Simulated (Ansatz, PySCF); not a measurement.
Gas-phase reaction R1 → P1, each structure at its B3LYP-D3(BJ)/def2-TZVP stationary point, reached from a drawn start; harmonic modes at that level show minima.
R1, C4H4 (SMILES C#CC=C) (charge 0, multiplicity 1):
```xyz
8

C     -1.1485     0.7502     0.5478
C     -0.5889    -0.3240    -0.0113
C      0.7877    -0.4309    -0.3412
C      1.9484    -0.5525    -0.6324
H     -0.5669     1.6299     0.7896
H     -2.2056     0.7692     0.7751
H     -1.2011    -1.1906    -0.2414
H      2.9749    -0.6515    -0.8864
```
P1, C4H4 (SMILES C=C1C=C1) (charge 0, multiplicity 1, Z-matrix in Å and degrees):
```
C
C 1 1.3255
H 2 1.0810 1 120.93
H 2 1.0810 3 118.13 1 -180.00
C 1 1.4360 2 152.78 3 0.03
C 5 1.3135 1 62.78 2 -180.00
H 5 1.0766 6 147.81 1 180.00
H 6 1.0766 5 147.81 7 -0.01
```

P less R. No zero-point or thermal terms.

Cores are frozen in the correlated methods. CBS(a, b) extrapolates the correlation energy as X⁻³ and adds the Hartree–Fock energy of set b.

Codes used: Ansatz (Gaussian basis) for Hartree–Fock, density functionals and correlated methods; PySCF for the D3/D4 terms. All values are computed, each at the level named.

PBE/def2-TZVPP gives 17.61 kcal/mol for the reaction energy.

Q: Predict the shift from PBE, with its sign, for: PBE-D3(BJ)/def2-TZVPP, r2SCAN/def2-TZVPP, PBE0/def2-TZVPP, wB97M-V/def2-TZVPP, B2PLYP/def2-TZVPP, MP2/CBS(cc-pVTZ, cc-pVQZ), CCSD(T)/CBS(cc-pVTZ, cc-pVQZ).

A: PBE-D3(BJ)/def2-TZVPP -0.04; r2SCAN/def2-TZVPP 1.13; PBE0/def2-TZVPP -1.09; wB97M-V/def2-TZVPP 2.22; B2PLYP/def2-TZVPP 6.17; MP2/CBS(cc-pVTZ, cc-pVQZ) 6.02; CCSD(T)/CBS(cc-pVTZ, cc-pVQZ) 6.16 kcal/mol. 5 of 7 lie above PBE; the widest gap is to B2PLYP/def2-TZVPP.

Ansatz is a program for electronic structure.
